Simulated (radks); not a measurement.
The numbers below are computed, except where a source is named.
Q: Species: La44+. Configuration: [Ne] 3s2 3p1. Level of theory: Dirac Kohn-Sham, exchange-only PBE, spin-unpolarised, spherical densities, finite nucleus; open shells fill j = l - 1/2 first; Fermi nuclear charge, rms radius 4.855 fm (a radial shooting solver on a logarithmic mesh with Libxc functionals).

Spin-orbit splittings of the eigenvalues, e(l+1/2) - e(l-1/2), with zeta = 2 splitting/(2l+1) and mean radii in bohr:

| shell | occ. | splitting (eV) | zeta (eV) | <r> j=l-1/2 | <r> j=l+1/2 |
|---|---|---|---|---|---|
| 2p | 6 | 427.0 | 284.6 | 0.08837 | 0.09419 |
| 3p | 1 | ? | ? | 0.2410 | 0.2496 |

Estimate the 3p splitting.

A: 110.1 eV (zeta = 73.42 eV).
